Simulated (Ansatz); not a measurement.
C3H8Si (`C=CC[SiH3]`), relaxed with RKS PBE-D4/def2-SVP in Ansatz from a rough embedded geometry. The force threshold is 0.03 eV/Å; the program also tests the step.

The species carries charge 0 and has multiplicity 1.

Start:

```xyz
12

C     0.947   -0.371    1.637
C    -0.316   -0.563    1.135
C    -0.878   -0.178   -0.254
Si    0.127    0.675   -1.501
H     1.682    0.118    1.067
H     1.143   -0.699    2.633
H    -1.044   -1.076    1.745
H    -1.748    0.422   -0.024
H    -1.210   -1.124   -0.705
H     0.603    2.030   -1.056
H    -0.653    0.885   -2.774
H     1.346   -0.118   -1.902
```

```
step  energy (eV)  largest force (eV/Å)  largest move (Å)
   1  -11104.5594                 3.170             0.000
   2  -11104.7901                 1.108             0.122
   3  -11104.8095                 0.597             0.097
   4  -11104.8140                 0.630             0.200
   5  -11104.8419                 0.146             0.110
   6  -11104.8431                 0.050             0.037
   7  -11104.8433                 0.023             0.035
```

End:

```xyz
12

C     0.907   -0.334    1.544
C    -0.347   -0.574    1.122
C    -0.931   -0.228   -0.222
Si    0.195    0.672   -1.463
H     1.657    0.167    0.908
H     1.238   -0.632    2.551
H    -1.041   -1.079    1.821
H    -1.845    0.396   -0.086
H    -1.309   -1.152   -0.720
H     0.656    1.999   -0.923
H    -0.587    0.917   -2.726
H     1.408   -0.151   -1.805
```

It took 7 s on 2 threads of a server CPU on a shared host, with 0.15 GiB of host memory at the peak.
